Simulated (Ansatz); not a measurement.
One geometry of FGeH7Si2 (`[F][GeH]([SiH3])[SiH3]`), several functionals.

```yaml
crystal:
  periodic: [false, false, false]
  atoms:
    - {symbol: F, position_ang: [-2.021253, 1.100685, 0.322854]}
    - {symbol: Ge, position_ang: [-0.366609, 0.790278, -0.189027]}
    - {symbol: Si, position_ang: [0.880643, 0.412230, 1.812709]}
    - {symbol: Si, position_ang: [-0.479981, -1.065243, -1.688899]}
    - {symbol: H, position_ang: [0.073183, 2.085035, -0.906072]}
    - {symbol: H, position_ang: [0.790928, 1.590441, 2.712099]}
    - {symbol: H, position_ang: [2.301940, 0.179136, 1.440428]}
    - {symbol: H, position_ang: [0.353533, -0.791787, 2.504132]}
    - {symbol: H, position_ang: [-0.999200, -2.254246, -0.966240]}
    - {symbol: H, position_ang: [0.894279, -1.353380, -2.180220]}
    - {symbol: H, position_ang: [-1.362065, -0.750051, -2.841164]}
basis:
  gaussian: {orbitals: def2-TZVPP}
hamiltonian: {xc: pbe, dispersion: d4}
output: {forces: true, orbitals: {seedname: orbitals}}
```

```sh
$ ansatz run in.yaml --threads 4 --pin off --events-out ev --progress --plain
```

It prints (some lines left out):

```
Functional definition: PBE
  name "PBE"
  cite "Perdew, Burke & Ernzerhof, Phys. Rev. Lett. 77, 3865 (1996) doi:10.1103/PhysRevLett.77.3865"
  parent pbe
  parameter kappa = 0.804
  parameter beta = 0.06672455060314922
  exchange = pbe_x(kappa = kappa, mu = beta*pi^2/3)
  correlation = pbe_c(beta = beta)
1503 factors; their error is unknown
mean field evaluation 1: about -75083.8701 eV, gradient 4.7e1 eV
mean field evaluation 2: about -75071.3112 eV, gradient 1.1e2 eV
mean field evaluation 4: about -75087.3519 eV, gradient 6.4e0 eV
mean field evaluation 8: about -75087.3578 eV, gradient 2.0e-1 eV
mean field evaluation 16: about -75087.3578 eV, gradient 6.6e-5 eV
mean field -75087.35783035 eV, -2759.4095042262 hartree, gradient 6.6e-5 eV, S^2 0.000000; 0 other end points of the search recorded, 0 dependent functions left out
the calculation of the forces begins
reference -75087.35788180 eV, -2759.4095061169 hartree; 38, 38 occupied and 223, 223 virtual orbitals, 1503 factors
Total energy: -75087.60032955 eV, -2759.4184159075 hartree
Atom 0 at    -2.021253     1.100685     0.322854 Å, force    -0.572643     0.109350     0.176298 eV/Å
Atom 1 at    -0.366609     0.790278    -0.189027 Å, force     0.447498    -0.158521    -0.106806 eV/Å
Atom 2 at     0.880643     0.412230     1.812709 Å, force    -0.023182     0.009481    -0.041336 eV/Å
Atom 3 at    -0.479981    -1.065243    -1.688899 Å, force     0.003907     0.038927     0.028282 eV/Å
Atom 4 at     0.073183     2.085035    -0.906072 Å, force     0.059428     0.160764    -0.090912 eV/Å
Atom 5 at     0.790928     1.590441     2.712099 Å, force    -0.005062     0.119480     0.099833 eV/Å
Atom 6 at     2.301940     0.179136     1.440428 Å, force     0.146776    -0.024131    -0.030416 eV/Å
Atom 7 at     0.353533    -0.791787     2.504132 Å, force    -0.049913    -0.121752     0.074782 eV/Å
Atom 8 at    -0.999200    -2.254246    -0.966240 Å, force    -0.052607    -0.124206     0.068677 eV/Å
Atom 9 at     0.894279    -1.353380    -2.180220 Å, force     0.137246    -0.034833    -0.054846 eV/Å
Atom 10 at    -1.362065    -0.750051    -2.841164 Å, force    -0.091449     0.025440    -0.123557 eV/Å
Dipole moment:     0.374339    -0.129198    -0.090954 e Å
```

Hardware: 4 threads of a server CPU on a shared host. Wall time 2.7 s, peak host memory 0.37 GiB.

The same input with `hamiltonian: {xc: pbe0, dispersion: d4}` and no forces (abridged; 3.9 s):

```
Functional definition: PBE0
mean field -75090.56970940 eV, -2759.5275386042 hartree, gradient 8.4e-5 eV, S^2 0.000000
Total energy: -75090.77889787 eV, -2759.5352261388 hartree
```

The same input with `hamiltonian: {xc: {name: B3LYP}, dispersion: d4}` (abridged; 6 s):

```
Functional definition: B3LYP
mean field evaluation 16: about -75109.7744 eV, gradient 1.9e-5 eV
mean field -75109.77440245 eV, -2760.2332980563 hartree, gradient 1.9e-5 eV, S^2 0.000000
Total energy: -75110.16810602 eV, -2760.2477663959 hartree
Atom 0 force    -0.318202     0.061985     0.097429 eV/Å
Atom 1 force     0.277294    -0.000910    -0.107175 eV/Å
Atom 2 force     0.090730    -0.014100     0.163185 eV/Å
Atom 3 force    -0.021852    -0.136387    -0.126509 eV/Å
Atom 4 force     0.002395     0.028541    -0.012977 eV/Å
Atom 5 force     0.011844    -0.077902    -0.046881 eV/Å
Atom 6 force    -0.084333     0.012251     0.028172 eV/Å
Atom 7 force     0.037586     0.074708    -0.038894 eV/Å
Atom 8 force     0.033772     0.069965    -0.049721 eV/Å
Atom 9 force    -0.084696     0.012164     0.026994 eV/Å
Atom 10 force     0.055461    -0.030315     0.066378 eV/Å
Dipole moment:     0.405119    -0.142119    -0.097466 e Å
```

Changing it to `hamiltonian: {xc: {name: BLYP}, dispersion: d4}` and no forces (abridged; 2.4 s):

```
Functional definition: BLYP
mean field evaluation 16: about -75107.8558 eV, gradient 2.1e-4 eV
mean field -75107.85582581 eV, -2760.1627916652 hartree, gradient 2.2e-5 eV, S^2 0.000000
Total energy: -75108.36831332 eV, -2760.1816252340 hartree
```

With the line `hamiltonian: {xc: {name: B97M-V}}` and no forces (abridged; 12 s):

```
Functional definition: B97M-V
mean field evaluation 16: about -75091.5717 eV, gradient 1.1e-4 eV
mean field -75091.57171539 eV, -2759.5643616451 hartree, gradient 6.1e-5 eV, S^2 0.000000
Total energy: -75091.57179220 eV, -2759.5643644678 hartree
```

The same input with `hamiltonian: {xc: {name: wB97M-V}}` (abridged; 15 s):

```
Functional definition: wB97M-V
mean field evaluation 16: about -75101.4641 eV, gradient 3.6e-5 eV
mean field -75101.46407760 eV, -2759.9278992511 hartree, gradient 3.6e-5 eV, S^2 0.000000
Total energy: -75101.46413971 eV, -2759.9279015338 hartree
Atom 0 force    -0.104141     0.013957     0.034533 eV/Å
Atom 1 force     0.203319    -0.026313    -0.067714 eV/Å
Atom 2 force     0.031574     0.000652     0.068770 eV/Å
Atom 3 force    -0.016010    -0.051043    -0.053625 eV/Å
Atom 4 force    -0.033943    -0.096080     0.053713 eV/Å
Atom 5 force     0.010259    -0.141751    -0.109682 eV/Å
Atom 6 force    -0.163566     0.025894     0.041924 eV/Å
Atom 7 force     0.061159     0.139111    -0.083131 eV/Å
Atom 8 force     0.062207     0.139337    -0.082001 eV/Å
Atom 9 force    -0.157355     0.033126     0.057519 eV/Å
Atom 10 force     0.106499    -0.036889     0.139694 eV/Å
Dipole moment:     0.406907    -0.142380    -0.098050 e Å
```

B3LYP takes the VWN-RPA correlation (the form of Gaussian; ORCA's B3LYP/G).
